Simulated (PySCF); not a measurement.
Cartesian coordinates in Å; atom numbers follow the order of the lines, from 1:
```xyz
17

O     2.1979    0.9930    1.5181
C     2.7109    0.8337    0.4494
O     2.3068    0.0160   -0.4787
Si    0.9916   -1.0181   -0.3027
C    -0.6360   -0.0958   -0.5533
Si   -0.7888    1.5022    0.4917
Si   -2.1163   -1.2706   -0.3247
H     3.6192    1.3798    0.1313
H     1.0917   -1.6638    1.0014
H     1.3529   -1.9237   -1.3907
H    -0.6616    0.2286   -1.5990
H     0.2240    2.4723    0.0666
H    -2.1012    2.0927    0.1947
H    -0.6947    1.2021    1.9144
H    -1.9483   -2.4365   -1.1984
H    -3.3505   -0.5722   -0.6925
H    -2.2045   -1.7276    1.0615
```

[PySCF 2.14: coordinates at the GFN2-xTB level; NMR shieldings at PBE0/pcSseg-1/GIAO; a single conformation; no relativistic terms; no solvent model; rapidly exchanging positions averaged]

Referencing at the same level of theory: ¹³C, ¹H, ²⁹Si against TMS; H2O for ¹⁷O.

```csv
atoms,nucleus,count,Hirshfeld charge,δ (ppm)
C5,¹³C,1,-0.28,-12.3
C2,¹³C,1,0.18,167.4
Si6/Si7,²⁹Si,2,0.30,?
H9/H10,¹H,2,-0.07,5.07
H11,¹H,1,0.05,?
O3,¹⁷O,1,-0.18,213.2
H12/H13/H14/H15/H16/H17,¹H,6,-0.08,4.06
Si4,²⁹Si,1,0.39,-15.9
H8,¹H,1,0.06,?
O1,¹⁷O,1,-0.23,459.4
```

Complete the table.

## Answers


- H8: 8.20 ppm, hydrogen on a carbonyl carbon
- H11: -0.26 ppm, hydrogen on an sp3 CH bonded to 3 Si; an electropositive neighbour shields it, as in TMS itself
- Si6/Si7: -71.7 ppm, silicon bonded to C, 3 H

Shifts are as computed. Against solution values, carbons near 30 ppm lie about +3 ppm off and those near 130 ppm about +5 ppm. Of 1211 compounds with measured shifts, 218 miss one by over three times the rms of a fit or turn the order of signals round; such compounds aren't used in these exercises. Unscaled 17O shifts of doubly bonded oxygen tend to come out too high, by tens of ppm or more. Experimental scales use liquid or dissolved standards, which lie at an offset from isolated H2O (liquid H2O: subtract about 36 ppm).
